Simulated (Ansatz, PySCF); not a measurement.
Worked example: transport gap, exciton binding and injection barriers

octasulfur (S8), SMILES S1SSSSSSS1.

The structure is a stationary point at B3LYP-D3(BJ)/def2-SVP.

Gas-phase, vertical values: ionisation energy 7.94 eV and electron affinity 1.36 eV from ΔSCF with PBE/def2-SVPD (Ansatz, a quantum-chemistry and plane-wave program); S1 2.40 eV and T1 2.06 eV from TDA-PBE/def2-SVPD (PySCF). Assume, for the exercise, a film of permittivity 3.0, a cavity radius of 6.0 Å and electrodes of work function 5.0 eV (anode) and 4.2 eV (cathode), with aligned vacuum levels.

Question: Work out the fundamental gap and exciton binding energy in the gas phase, the levels in the film by Born's model, the injection barriers and the thermal weight of S1 against T1 at 298 K.

Answer: 
Fundamental gap IE − EA = 6.58 eV; exciton binding = gap − S1 = 4.18 eV.
Born polarisation P = (14.3996 eV Å / 2r)(1 − 1/ε) = 0.80 eV. Film: IE = 7.14 eV, EA = 2.16 eV, transport gap 4.98 eV; with S1 unchanged the binding falls to 2.58 eV.
Hole barrier IE − Φ(anode) = 2.14 eV; electron barrier Φ(cathode) − EA = 2.04 eV (a negative value means no barrier, and the level would pin).
ΔE(ST) = S1 − T1 = 0.34 eV, and the triplet has three sublevels, so the ratio S1/T1 is (1/3) exp(−ΔE/kT) = 6.0e-7 with kT = 0.02569 eV: too wide a gap for thermal return to the singlet. All inputs carry the errors of their functional, and relaxed states would shift them.
